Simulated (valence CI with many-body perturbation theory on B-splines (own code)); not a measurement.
**E1 line list for Sm⁵⁶⁺**

Calculated by valence CI with perturbative core correlation (CI+MBPT): four valence electrons over a frozen Dirac-Fock core [He], radial functions for each j: 11 s, 11 p, 9 d, 7 f, 5 g, 2 h, 1 i, with the one-electron correlation potential Σ1, the two-electron term Σ2, the three-electron term Σ3, Breit, model QED; selected CI, second order for the rest (own B-spline code, finite nucleus).

No measured spectrum was set against this ion. As an estimate, large intervals hold to a few tenths of a per cent, small ones and those within an open d or f shell to about a per cent. Among the levels kept, up to 250 cm⁻¹ of a level comes from second order outside the variational space, and about a tenth of that is noise between levels of different J, which matters for small intervals.

Lines 1 to 50 of 259 in falling wavelength, among levels below 65994 × 10³ cm⁻¹, chosen from the strongest by gf and those to the six lowest levels. Wavelengths and rates use the calculated energies. Electric multipoles are in the length gauge, E1 and E2 with the static RPA response of the core. Weak lines are less certain than strong ones. Lines between different terms over intervals too small for the method are left out, as are lines whose strength nearly cancels. The highest levels of a list are the least certain.

Levels are named by their leading jj configuration (3d3/2^4 stands for four electrons in 3d with j = 3/2), which in mixed levels can hold well under half, so a name can repeat and another be missing. Letters in brackets count levels of one name in rising energy.

```
λ vac (nm)                           Upper                           Lower   A (s⁻¹)  log gf  Branch %
     11.20  (2s 2p1/2 2p3/2 3d5/2) J=3 [c]  (2s 2p1/2 2p3/2 3p3/2) J=2 [c]  1.14e+10   -0.83       0.0
     11.03      (2s 2p1/2 2p3/2 3d5/2) J=5      (2s 2p1/2 2p3/2 3p3/2) J=4  1.86e+10   -0.43      44.2
     10.92  (2s 2p1/2 2p3/2 3d5/2) J=4 [a]  (2s 2p1/2 2p3/2 3p3/2) J=3 [a]  1.40e+10   -0.65       0.1
     10.90          (2s^2 2p3/2 3d5/2) J=4          (2s^2 2p3/2 3p3/2) J=3  1.52e+10   -0.61      21.3
     10.89          (2s 2p1/2^2 3d5/2) J=3          (2s 2p1/2^2 3p3/2) J=2  1.94e+10   -0.62       0.0
     10.56  (2s 2p1/2 2p3/2 3d5/2) J=4 [b]  (2s 2p1/2 2p3/2 3p3/2) J=3 [b]  1.69e+10   -0.59       0.0
     10.31          (2s^2 2p1/2 3d5/2) J=3          (2s^2 2p1/2 3p3/2) J=2  2.12e+10   -0.63       0.0
     10.22  (2s 2p1/2 2p3/2 3d5/2) J=3 [a]  (2s 2p1/2 2p3/2 3p3/2) J=2 [a]  1.75e+10   -0.72       0.0
     9.928          (2s 2p1/2^2 3d5/2) J=2          (2s 2p1/2^2 3p3/2) J=1  2.32e+10   -0.77       0.0
     7.155      (2s 2p1/2 2p3/2^2) J=2 [a]              (2s^2 2p3/2^2) J=2  1.36e+09   -2.28       0.2
     6.843      (2s 2p1/2 2p3/2 3p3/2) J=4          (2s^2 2p3/2 3p3/2) J=3  2.58e+10   -0.79       2.3
     5.866          (2s 2p1/2^2 2p3/2) J=2          (2s^2 2p1/2 2p3/2) J=2  8.23e+09   -1.67      39.8
     5.823          (2s 2p1/2 2p3/2^2) J=3              (2s^2 2p3/2^2) J=2  1.11e+10   -1.40       2.1
     5.426          (2s 2p1/2^2 2p3/2) J=2          (2s^2 2p1/2 2p3/2) J=1  1.25e+10   -1.56      60.2
     5.272  (2s 2p1/2 2p3/2 3d3/2) J=3 [b]  (2s 2p1/2 2p3/2 3p1/2) J=2 [b]  5.82e+10   -0.77       0.0
     5.109  (2s 2p1/2 2p3/2 3p3/2) J=2 [b]     (2s 2p1/2 2p3/2 3s) J=2 [b]  1.13e+11   -0.66       0.1
     5.078  (2s 2p1/2 2p3/2 3d3/2) J=2 [d]  (2s 2p1/2 2p3/2 3p1/2) J=1 [c]  8.16e+10   -0.80       0.0
     5.043  (2s 2p1/2 2p3/2 3p3/2) J=1 [a]     (2s 2p1/2 2p3/2 3s) J=1 [a]  1.19e+11   -0.87       0.0
     5.015  (2s 2p1/2 2p3/2 3d3/2) J=2 [a]  (2s 2p1/2 2p3/2 3p1/2) J=2 [a]  7.20e+10   -0.87       0.0
     4.994          (2s 2p1/2^2 3p3/2) J=1             (2s 2p1/2^2 3s) J=0  1.59e+11   -0.75       0.1
     4.947          (2s^2 2p3/2 3d3/2) J=2          (2s^2 2p3/2 3p1/2) J=2  8.31e+10   -0.82       0.0
     4.901          (2s^2 2p3/2 3d3/2) J=2          (2s^2 2p3/2 3p1/2) J=1  8.22e+10   -0.83       0.0
     4.851      (2s 2p1/2 2p3/2 3d3/2) J=4      (2s 2p1/2 2p3/2 3p1/2) J=3  1.32e+11   -0.38      10.9
     4.844  (2s 2p1/2 2p3/2 3d3/2) J=3 [a]  (2s 2p1/2 2p3/2 3p1/2) J=2 [a]  1.50e+11   -0.43       0.1
     4.841  (2s 2p1/2 2p3/2 3d3/2) J=3 [c]  (2s 2p1/2 2p3/2 3p1/2) J=2 [c]  1.39e+11   -0.47       0.7
     4.829          (2s^2 2p3/2 3d3/2) J=3          (2s^2 2p3/2 3p1/2) J=2  1.72e+11   -0.38       0.0
     4.826  (2s 2p1/2 2p3/2 3d3/2) J=2 [a]  (2s 2p1/2 2p3/2 3p1/2) J=1 [a]  8.55e+10   -0.83       0.0
     4.820          (2s^2 2p1/2 3d3/2) J=2          (2s^2 2p1/2 3p1/2) J=1  1.68e+11   -0.53       0.1
     4.820  (2s 2p1/2 2p3/2 3p3/2) J=2 [a]     (2s 2p1/2 2p3/2 3s) J=1 [a]  1.15e+11   -0.70       0.1
     4.814  (2s 2p1/2 2p3/2 3p3/2) J=3 [c]     (2s 2p1/2 2p3/2 3s) J=2 [c]  1.96e+11   -0.32       0.2
     4.801          (2s 2p1/2^2 3d3/2) J=2          (2s 2p1/2^2 3p1/2) J=1  1.54e+11   -0.57       0.1
     4.797          (2s^2 2p3/2 3p3/2) J=1             (2s^2 2p3/2 3s) J=1  1.85e+11   -0.72       0.4
     4.792  (2s 2p1/2 2p3/2 3d3/2) J=1 [a]  (2s 2p1/2 2p3/2 3p1/2) J=1 [a]  1.42e+11   -0.83       0.1
     4.754          (2s^2 2p3/2 3p3/2) J=3             (2s^2 2p3/2 3s) J=2  2.79e+11   -0.18       3.8
     4.743  (2s 2p1/2 2p3/2 3p3/2) J=2 [c]     (2s 2p1/2 2p3/2 3s) J=1 [c]  1.82e+11   -0.51       0.1
     4.742  (2s 2p1/2 2p3/2 3p3/2) J=3 [a]     (2s 2p1/2 2p3/2 3s) J=2 [a]  2.29e+11   -0.27       0.1
     4.712          (2s^2 2p3/2 3d3/2) J=1          (2s^2 2p3/2 3p1/2) J=1  1.55e+11   -0.81       0.0
     4.705  (2s 2p1/2 2p3/2 3p3/2) J=3 [b]     (2s 2p1/2 2p3/2 3s) J=2 [b]  1.02e+11   -0.62       0.1
     4.705      (2s 2p1/2 2p3/2 3p3/2) J=4         (2s 2p1/2 2p3/2 3s) J=3  2.36e+11   -0.15      20.9
     4.697  (2s 2p1/2 2p3/2 3d3/2) J=3 [b]      (2s 2p1/2 2p3/2 3p1/2) J=3  9.32e+10   -0.67       0.0
     4.684       (2p1/2^2 2p3/2 3p1/2) J=1  (2s 2p1/2 2p3/2 3p1/2) J=2 [b]  1.73e+11   -0.77       0.1
     4.612          (2s^2 2p1/2 3p3/2) J=2             (2s^2 2p1/2 3s) J=1  2.93e+11   -0.33      14.7
     4.567  (2s 2p1/2 2p3/2 3p3/2) J=2 [d]     (2s 2p1/2 2p3/2 3s) J=2 [c]  1.25e+11   -0.71       0.1
     4.502          (2s^2 2p1/2 3p3/2) J=1             (2s^2 2p1/2 3s) J=0  2.18e+11   -0.70       3.6
     4.492  (2s 2p1/2 2p3/2 3p3/2) J=1 [c]     (2s 2p1/2 2p3/2 3s) J=1 [c]  1.57e+11   -0.85       0.1
     4.483          (2s 2p1/2^2 3p3/2) J=2             (2s 2p1/2^2 3s) J=1  2.57e+11   -0.41       1.9
     4.472      (2s 2p1/2 2p3/2^2) J=1 [a]              (2s^2 2p3/2^2) J=2  1.77e+10   -1.80       0.5
     4.431          (2s^2 2p3/2 3p3/2) J=2             (2s^2 2p3/2 3s) J=1  1.82e+11   -0.57       1.4
     4.425  (2s 2p1/2 2p3/2 3p3/2) J=2 [a]     (2s 2p1/2 2p3/2 3s) J=2 [a]  1.30e+11   -0.72       0.1
     4.396  (2s 2p1/2 2p3/2 3p3/2) J=2 [d]     (2s 2p1/2 2p3/2 3s) J=1 [b]  9.86e+10   -0.85       0.1
```

Question: How does gf follow from A for the line at 4.567 nm?

Answer: gf = 1.4992 × (2J+1)_upper × A / σ², with σ = 2189754 cm⁻¹ and 2J+1 = 5: gf = 0.196.
